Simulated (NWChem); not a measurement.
Everything below was run with NWChem. System: ITl, charge 0, spin multiplicity 1, optimised in this run. The structure started from a generated list of species. Level: B3LYP/def2-SVP with def2 effective core potentials on I, Tl.

Input file:

```
start mol
memory heap 200 mb stack 900 mb global 1100 mb
geometry units angstroms
  Tl     0.000000     0.000000    -1.116443
  I      0.000000     0.000000     1.706262
  symmetry group C2v
end
basis spherical
  * library def2-svp
end
ecp
  I library def2-ecp
  Tl library def2-ecp
end
dft
  xc b3lyp
  semidirect memsize 60000000 filesize 0
  iterations 100
  grid fine
  convergence energy 1e-8
end
driver
  maxiter 80
end
task dft optimize
task dft freq numerical
```

Output (cleaned and shortened):

```
             Northwest Computational Chemistry Package (NWChem) 7.3.0
             --------------------------------------------------------

                                NWChem Input Module
                                -------------------

 Scaling coordinates for geometry "geometry" by  1.889725989
 (inverse scale =  0.529177249)

 Turning off AUTOSYM since
 SYMMETRY directive was detected!

          ------
          auto-z
          ------

                             Geometry "geometry" -> ""
                             -------------------------

 Output coordinates in angstroms (scale by  1.889725989 to convert to a.u.)

  No.       Tag          Charge          X              Y              Z
 ---- ---------------- ---------- -------------- -------------- --------------
    1 Tl                  81.0000     0.00000000     0.00000000    -1.11644302
    2 I                   53.0000     0.00000000     0.00000000     1.70626198

 Effective nuclear repulsion energy (a.u.)     804.8159230085

            Nuclear Dipole moment (a.u.)
            ----------------------------
        X                 Y               Z
 ---------------- ---------------- ----------------
     0.0000000000     0.0000000000     0.0000000000

      Symmetry information
      --------------------

 Group name             C2v
 Group number             16
 Group order               4
 No. of unique centers     2

      Symmetry unique atoms

     1    2


 Summary of "ao basis" -> "" (spherical)
 ------------------------------------------------------------------------------
       Tag                 Description            Shells   Functions and Types
 ---------------- ------------------------------  ------  ---------------------
 *                          def2-svp                  on all atoms

                           NWChem Geometry Optimization
                           ----------------------------

 maximum gradient threshold         (gmax) =   0.000450
 rms gradient threshold             (grms) =   0.000300
 maximum cartesian step threshold   (xmax) =   0.001800
 rms cartesian step threshold       (xrms) =   0.001200
 fixed trust radius                (trust) =   0.300000
 maximum step size to saddle      (sadstp) =   0.100000
 energy precision                  (eprec) =   5.0D-06
 maximum number of steps          (nptopt) =   80
 initial hessian option           (inhess) =    0
 line search option               (linopt) =    1
 hessian update option            (modupd) =    1
 saddle point option              (modsad) =    0
 initial eigen-mode to follow     (moddir) =    0
 initial variable to follow       (vardir) =    0
 follow first negative mode     (firstneg) =    T
 apply conjugacy                    (opcg) =    F
 source of zmatrix                         =   autoz

          -------------------
          Energy Minimization
          -------------------

 Names of Z-matrix variables
    1

 Variables with the same non-blank name are constrained to be equal

 Using diagonal initial Hessian
 Scaling for Hessian diagonals: bonds = 1.00  angles = 0.25  torsions = 0.10

          --------
          Step   0
          --------

                         Geometry "geometry" -> "geometry"
                         ---------------------------------

 Output coordinates in angstroms (scale by  1.889725989 to convert to a.u.)

  No.       Tag          Charge          X              Y              Z
 ---- ---------------- ---------- -------------- -------------- --------------
[...]
    I        2  0.0000000D+00  0.0000000D+00  3.2948580D+00  1.2690040D+02
 --------------------------------------------------------------------------

          ----------------------------------------------------
          MASS-WEIGHTED NUCLEAR HESSIAN (Hartree/Bohr/Bohr/Kamu)
          ----------------------------------------------------

               1            2            3            4            5            6
   ----- ----- ----- ----- -----
    1    7.05688D-05
    2    0.00000D+00  7.05688D-05
    3    0.00000D+00  0.00000D+00  3.01359D-01
    4   -8.96874D-05  0.00000D+00  0.00000D+00  1.13986D-04
    5    0.00000D+00 -8.96874D-05  0.00000D+00  0.00000D+00  1.13986D-04
    6    0.00000D+00  0.00000D+00 -3.83003D-01  0.00000D+00  0.00000D+00  4.86766D-01


 ----------------------------------------------------------------------------
 Normal Eigenvalue ||         Derivative Dipole Moments (debye/angs)
  Mode   [cm**-1]  ||      [d/dqX]             [d/dqY]           [d/dqZ]
 ------ ---------- || ------------------ ------------------ -----------------
    1       -0.000 ||       0.000               0.000             0.000
    2       -0.000 ||       0.000               0.000             0.000
    3        0.024 ||       0.000               0.000            -0.000
    4        2.208 ||       0.000              -0.179             0.000
    5        2.208 ||      -0.179               0.000             0.000
    6      144.312 ||       0.000               0.000            -0.721
 ----------------------------------------------------------------------------

 ----------------------------------------------------------------------------
 Normal Eigenvalue ||                 Infra Red Intensities
  Mode   [cm**-1]  || [atomic units] [(debye/angs)**2] [(KM/mol)] [arbitrary]
 ------ ---------- || -------------- ----------------- ---------- -----------
    1       -0.000 ||    0.000000           0.000         0.000       0.000
    2       -0.000 ||    0.000000           0.000         0.000       0.000
    3        0.024 ||    0.000000           0.000         0.000       0.000
    4        2.208 ||    0.001382           0.032         1.347       3.281
    5        2.208 ||    0.001382           0.032         1.347       3.281
    6      144.312 ||    0.022507           0.519        21.941      53.438
 ----------------------------------------------------------------------------

        Vibrational analysis via the FX method
  --- with translations and rotations projected out ---
  --- via the Eckart algorithm                      ---
 Dependent rotation vector no.                    3
  found in ECKART; assuming linear geometry
 Projected Nuclear Hessian trans-rot subspace norm:4.8148D-35
                         (should be close to zero!)

          --------------------------------------------------------
          MASS-WEIGHTED PROJECTED HESSIAN (Hartree/Bohr/Bohr/Kamu)
          --------------------------------------------------------

               1            2            3            4            5            6
   ----- ----- ----- ----- -----
    1    0.00000D+00
    2    0.00000D+00  0.00000D+00
    3    0.00000D+00  0.00000D+00  3.01359D-01
    4    0.00000D+00  0.00000D+00  0.00000D+00  0.00000D+00
    5    0.00000D+00  0.00000D+00  0.00000D+00  0.00000D+00  0.00000D+00
    6    0.00000D+00  0.00000D+00 -3.83003D-01  0.00000D+00  0.00000D+00  4.86766D-01

 center of mass
 --------------
 x =   0.00000000 y =   0.00000000 z =  -0.08671723

 moments of inertia (a.u.)
 ------------------
        2349.501171904491           0.000000000000           0.000000000000
           0.000000000000        2349.501171904491           0.000000000000
           0.000000000000           0.000000000000           0.000000000000

 Rotational Constants
 --------------------
 A=   0.000000 cm-1  (  0.000000 K)
 B=   0.025623 cm-1  (  0.036864 K)
 C=   0.025623 cm-1  (  0.036864 K)

 Temperature                      =   298.15K
 frequency scaling parameter      =   1.0000

 Linear Molecule

 Zero-Point correction to Energy  =    0.206 kcal/mol  (  0.000329 au)
 Thermal correction to Energy     =    2.096 kcal/mol  (  0.003341 au)
 Thermal correction to Enthalpy   =    2.689 kcal/mol  (  0.004285 au)

 Total Entropy                    =   65.878 cal/mol-K
   - Translational                =   43.274 cal/mol-K (mol. weight = 331.8749)
   - Rotational                   =   19.859 cal/mol-K (symmetry #  =        1)
   - Vibrational                  =    2.745 cal/mol-K

 Cv (constant volume heat capacity) =    6.874 cal/mol-K
   - Translational                  =    2.979 cal/mol-K
   - Rotational                     =    1.986 cal/mol-K
   - Vibrational                    =    1.908 cal/mol-K


 ----------------------------------------------------------------------------
 Normal Eigenvalue ||    Projected Derivative Dipole Moments (debye/angs)
  Mode   [cm**-1]  ||      [d/dqX]             [d/dqY]           [d/dqZ]
 ------ ---------- || ------------------ ------------------ -----------------
    1       -0.000 ||       0.000               0.000             0.000
    2        0.000 ||       0.110               0.000             0.000
    3        0.000 ||       0.000               0.110             0.000
    4        0.000 ||      -0.140               0.000             0.000
    5        0.000 ||       0.000              -0.140             0.000
    6      144.312 ||       0.000               0.000            -0.721
 ----------------------------------------------------------------------------

 ----------------------------------------------------------------------------
 Normal Eigenvalue ||           Projected Infra Red Intensities
  Mode   [cm**-1]  || [atomic units] [(debye/angs)**2] [(KM/mol)] [arbitrary]
 ------ ---------- || -------------- ----------------- ---------- -----------
    1       -0.000 ||    0.000000           0.000         0.000       0.000
    2        0.000 ||    0.000528           0.012         0.515       1.255
    3        0.000 ||    0.000528           0.012         0.515       1.255
    4        0.000 ||    0.000854           0.020         0.832       2.027
    5        0.000 ||    0.000854           0.020         0.832       2.027
    6      144.312 ||    0.022507           0.519        21.941      53.438
 ----------------------------------------------------------------------------

 Task  times  cpu:       45.5s     wall:       45.5s

 Total times  cpu:       70.8s     wall:       70.8s
```
